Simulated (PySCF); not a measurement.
## Spin states and ions at one geometry of Tl(SH)3

PySCF 2.14.0, RKS r2SCAN, Tl def2-SVP with ECP60, S def2-SVP, H def2-SVP; non-relativistic Hamiltonian with scalar-relativistic core potentials where named; density fitting; no spin-orbit coupling; singlets restricted, open shells unrestricted. The geometry is relaxed for charge 0, singlet, vacuum:

```xyz
7

Tl    0.0000    0.0000    0.5189
S     2.4225   -0.5195    0.5182
H     2.7568    0.7922    0.5214
S    -0.7614    2.3577    0.5182
H    -2.0644    1.9914    0.5214
S    -1.6611   -1.8382    0.5182
H    -0.6924   -2.7835    0.5214
```

Energies count from the relaxed state; an electron taken off or put on is at rest in vacuum. Charges and spins are Mulliken's.

Question: Order these states by energy, lowest first.
A. charge -1, doublet, vacuum
B. charge 0, triplet, vacuum
C. charge 0, singlet, vacuum
D. charge +1, doublet, vacuum

Answer: A (-0.90 eV), C (0.00 eV), B (2.88 eV), D (8.99 eV).

Question: How do charge and spin on the first atom follow?

Answer: 
```tsv
state	spin squared	charge on Tl1 (e)	spin on Tl1 (e)	dipole about the centre of mass (D)
charge 0, singlet, vacuum	0.00	0.42	0.00	0.01
charge 0, triplet, vacuum	2.01	0.26	0.28	0.78
charge +1, doublet, vacuum	0.76	0.52	-0.06	0.79
charge -1, doublet, vacuum	0.75	0.15	0.33	0.01
```

With an electron taken off (doublet) the charges change, summed by element, by Tl +0.10 e, S +0.74 e, H +0.16 e. The vertical ionisation energy is 8.99 eV, against −ε(HOMO) = 6.48 eV of the relaxed state. The level lies 2.5 eV too high, as is usual for semilocal functionals and global hybrids, which keep a self-interaction error.

With an electron put on (doublet) the charges change, summed by element, by Tl -0.27 e, S -0.55 e, H -0.18 e. The vertical electron affinity is 0.90 eV, against −ε(LUMO) = 3.39 eV of the relaxed state. The basis has no diffuse functions, which an added electron needs. The added electron's level lies above zero.

Open shells may have lower solutions than those found. Hard to converge, so the more doubtful: charge 0, triplet, vacuum; charge +1, doublet, vacuum.

No frequency check is given that shows the relaxed geometry to be a minimum.
